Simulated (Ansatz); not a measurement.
Reaction (substitution at a C–S bond): `NC(O)S[SiH3]` + `N[SiH3]` → `NC(O)N[SiH3]` + `[SiH3]S`

Computed with Ansatz on PBE0-D4/def2-TZVP structures; ΔE is electronic, products minus reactants. CBS: MP2 limit from def2 TZ/QZ plus the TZ coupled-cluster correction, frozen cores. This one scheme is used for every species. Functionals use def2-TZVPP. B3LYP here is the variant with VWN-RPA as its local correlation; programs differ in this. Each species was taken in one conformer, which may not be the lowest.

```csv
level,ΔE (kcal/mol),difference from CCSD(T)/CBS
PBE-D4,0.6,1.0
r2SCAN-D4,0.0,0.4
PBE0-D4,-0.3,0.1
B3LYP-D4,-0.3,0.1
B2PLYP,-0.8,-0.4
PBE,0.2,0.6
r2SCAN,0.0,0.4
PBE0,-0.7,-0.3
B3LYP,-1.0,-0.6
HF/def2-TZVPP,-3.6,-3.2
SCS-MP2/def2-TZVPP,-1.1,-0.7
CCSD/def2-TZVPP,-2.3,-1.9
CCSD(T)/def2-TZVPP,-1.7,-1.3
SCS-MP2/def2-QZVPP,-0.4,0.0
MP2/CBS(def2),0.9,1.3
CCSD/CBS(def2),-1.0,-0.6
CCSD(T)/CBS,-0.4,0
```

Largest T1 diagnostic among the species: 0.012.

The D4 term adds +0.7 kcal/mol with B3LYP and +0.3 kcal/mol with PBE0; it sums over pairs of atoms, weighted by their polarisabilities, and B3LYP, whose exchange is more repulsive, gets the larger term. From PBE to PBE0 (25 % exact exchange), in def2-TZVPP and without D4, ΔE moves by −0.9 kcal/mol. In def2-TZVPP, CCSD(T) changes the Hartree–Fock value by +1.9 kcal/mol (the triples alone add +0.6 kcal/mol) and MP2 by +3.2 kcal/mol.
